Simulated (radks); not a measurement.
Question: The mean radii <r> (bohr) of the occupied orbitals of an atom or ion are listed with their occupations. All-electron calculation, Dirac Kohn-Sham, PBEsol, spin-unpolarised, spherical densities, finite nucleus; Fermi nuclear charge, rms radius of each element as measured or else 0.836 A^(1/3) + 0.57 fm. Program: a radial shooting solver on a logarithmic mesh with Libxc functionals.

| orbital | occ. | <r> |
|---|---|---|
| 1s1/2 | 2 | 0.01805 |
| 2s1/2 | 2 | 0.07561 |
| 2p1/2 | 2 | 0.06247 |
| 2p3/2 | 4 | 0.07055 |
| 3s1/2 | 2 | 0.1970 |
| 3p1/2 | 2 | 0.1870 |
| 3p3/2 | 4 | 0.2019 |
| 3d3/2 | 4 | 0.1765 |
| 3d5/2 | 6 | 0.1811 |
| 4s1/2 | 2 | 0.4406 |
| 4p1/2 | 2 | 0.4451 |
| 4p3/2 | 4 | 0.4786 |
| 4d3/2 | 4 | 0.4934 |
| 4d5/2 | 6 | 0.5048 |
| 5s1/2 | 2 | 1.024 |
| 5p1/2 | 2 | 1.111 |
| 4f5/2 | 6 | 0.5727 |
| 5p3/2 | 4 | 1.198 |
| 4f7/2 | 8 | 0.5810 |
| 5d3/2 | 2 | 1.511 |

Name the element and its charge. Open shells, if any, fill j = l - 1/2 first.

Answer: Z = 75, rhenium, charge +5: Re5+ in [Xe] 4f14 5d2. The 1s radius gives Z: for a bare nucleus <r> = (2 gamma + 1)/(2Z) with gamma = sqrt(1 - (Z/c)^2), 0.01783 bohr for Z = 75, and screening makes it slightly larger (0.01805 here). The occupations add up to 70, and the charge is Z minus that.
